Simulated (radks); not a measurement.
Isoelectronic series with 3 electrons, each ion in its NIST ground configuration. Method: scalar-relativistic Kohn-Sham, PBE, spin-polarised, spherical densities, point nucleus; open shells are filled with parallel spins first (spin-orbit coupling, left out, can overturn this in heavy ions); computed with a radial shooting solver on a logarithmic mesh with Libxc functionals. Total energies (hartree) and mean radii <r> (bohr):

ion	configuration	E (hartree)	2s up	1s down	1s up
Li	[He] 2s1	-7.46301	3.790	0.5815	0.5819
C3+	[He] 2s1	-34.74608	1.272	0.2692	0.2693
F6+	[He] 2s1	-82.34173	0.7741	0.1749	0.1749
Mg9+	[He] 2s1	-150.31655	0.5567	0.1294	0.1294
P12+	[He] 2s1	-238.77288	0.4345	0.1026	0.1026
Ar15+	[He] 2s1	-347.84518	0.3560	0.08493	0.08495
Sc18+	[He] 2s1	-477.70069	0.3013	0.07239	0.07240
Cr21+	[He] 2s1	-628.54063	0.2610	0.06302	0.06303
Co24+	[He] 2s1	-800.60178	0.2299	0.05575	0.05576
Zn27+	[He] 2s1	-994.15832	0.2053	0.04994	0.04995
As30+	[He] 2s1	-1209.52411	0.1853	0.04518	0.04519
Kr33+	[He] 2s1	-1447.05528	0.1687	0.04121	0.04122
Mo39+	[He] 2s1	-1990.26885	0.1426	0.03495	0.03496
